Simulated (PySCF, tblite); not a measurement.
Isomers of C5H8NPSi. Computed values, GFN2-xTB/tblite, gas phase, harmonic and unscaled. The method is semi-empirical: single wavenumbers can be off by several per cent or more. Modes of hydrogen on phosphorus and silicon can be 10 to 20 % off. One conformer each.

Electronic energies: PBE0/pcSseg-1 single points on the GFN2-xTB geometries (PySCF, gas phase).

```
              SMILES  electronic energy, lowest = 0 (kcal/mol)
  C=Cn1cpc([SiH3])c1                                      14.5
     [SiH3]Pc1ccccn1                                       0.0
     Cc1cpcnc1[SiH3]                                      12.1
     Cc1cncpc1[SiH3]                                       9.3
   Cc1ccpc([SiH3])n1                                       9.0
C=C/C([SiH3])=P\CC#N                                      44.3
  C[Si@@H](P)C#CCC#N                                      33.5
     [SiH3]Pc1cccnc1                                       1.3
```

Task: How do GFN2-xTB zero-point energies change the relative energies?

Result: 
| SMILES | ZPE (kcal/mol) | of it from modes above 1550 cm⁻¹ | electronic (kcal/mol) | with ZPE, lowest = 0 (kcal/mol) | lowest mode (cm⁻¹) | rings |
| --- | --- | --- | --- | --- | --- | --- |
| [SiH3]Pc1ccccn1 | 68.6 | 34.9 | 0.0 | 0.0 | 37 | 1 |
| [SiH3]Pc1cccnc1 | 68.5 | 34.9 | 1.3 | 1.2 | 36 | 1 |
| Cc1ccpc([SiH3])n1 | 69.2 | 31.3 | 9.0 | 9.5 | 14i | 1 |
| Cc1cncpc1[SiH3] | 69.7 | 31.2 | 9.3 | 10.4 | 69 | 1 |
| Cc1cpcnc1[SiH3] | 69.5 | 31.2 | 12.1 | 13.0 | 64 | 1 |
| C=Cn1cpc([SiH3])c1 | 69.6 | 34.3 | 14.5 | 15.5 | 47 | 1 |
| C[Si@@H](P)C#CCC#N | 67.5 | 38.0 | 33.5 | 32.4 | 4i | 0 |
| C=C/C([SiH3])=P\CC#N | 67.2 | 37.2 | 44.3 | 43.0 | 49 | 0 |

The zero-point energies span 2.5 kcal/mol, from `C=C/C([SiH3])=P\CC#N` to `Cc1cncpc1[SiH3]`. Slightly imaginary modes are left out of the zero-point energy: `Cc1ccpc([SiH3])n1` 13.8i cm⁻¹ and `C[Si@@H](P)C#CCC#N` 3.7i cm⁻¹. The order is unchanged.

Task: And how do the electronic energies of GFN2-xTB itself compare?

Result: `[SiH3]Pc1ccccn1` 0.0; `[SiH3]Pc1cccnc1` 2.3; `Cc1ccpc([SiH3])n1` 13.8; `Cc1cncpc1[SiH3]` 14.0; `Cc1cpcnc1[SiH3]` 12.9; `C=Cn1cpc([SiH3])c1` 15.9; `C[Si@@H](P)C#CCC#N` 65.4; `C=C/C([SiH3])=P\CC#N` 63.4 kcal/mol, lowest = 0. Against the energies above, taken from the same isomer `[SiH3]Pc1ccccn1`, the largest difference is 31.9 kcal/mol.

Task: What do entropy and thermal enthalpy add at 298.15 K and 1 bar (rigid rotor, harmonic oscillator, one conformer each)?

Result: 
```csv
SMILES,point group,symmetry number,S (cal/(mol K)),H − H(0) (kcal/mol),ZPE + H − H(0) − TS (kcal/mol)
[SiH3]Pc1ccccn1,C1,1,93.9,6.26,46.8
[SiH3]Pc1cccnc1,C1,1,96.2,6.42,46.2
Cc1cpcnc1[SiH3],Cs,1,95.5,6.55,47.6
C=Cn1cpc([SiH3])c1,Cs,1,96.7,6.56,47.3
C=C/C([SiH3])=P\CC#N,C1,1,104.3,7.57,43.7
```

Not tabulated: `Cc1ccpc([SiH3])n1` (lowest mode only 14i cm⁻¹); `Cc1cncpc1[SiH3]` (point group not settled); `C[Si@@H](P)C#CCC#N` (lowest mode only 4i cm⁻¹).
